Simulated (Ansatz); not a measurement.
Coupled-cluster diagnostics for Cu(PH3)Br (CuPH3Br), Ansatz.

Geometry of the singlet (PBE0-D4/def2-TZVP):

```
atom   x (Å)   y (Å)   z (Å)
 Cu1   1.279  -0.473   0.395
  P2  -0.677   0.249  -0.211
  H3  -0.766   1.443  -0.955
  H4  -1.631   0.554   0.781
  H5  -1.486  -0.565  -1.030
 Br6   3.282  -1.208   1.019
```

Correlated methods freeze 23 core orbitals; core or outer-core shells of Br are correlated, in sets that lack core-valence functions.

Estimate the CCSD(T) correlation energy, the shares of MP2 and (T), T1 and the reference's ⟨S²⟩ for: charge 0, singlet, own geometry in def2-TZVPP; and the rough time on 4 threads of Arm Neoverse V2 on a shared host.


| state | basis | correlation (eV) | MP2 share (%) | (T) share (%) | T1 | ⟨S²⟩ (pure) | wall time |
| --- | --- | --- | --- | --- | --- | --- | --- |
| charge 0, singlet, own geometry | def2-TZVPP | -26.398 | 100.9 | 4.1 | 0.020 | 0.00 (0.00) | 75 s |
Customary marks for T1 are 0.02 (closed shells), 0.045 (open shells) and about 0.05 (3d metals). T1 exceeds 0.02 in 1 of 1 rows and 0.045 in 0; the higher it lies, the less the single-reference result can be trusted.
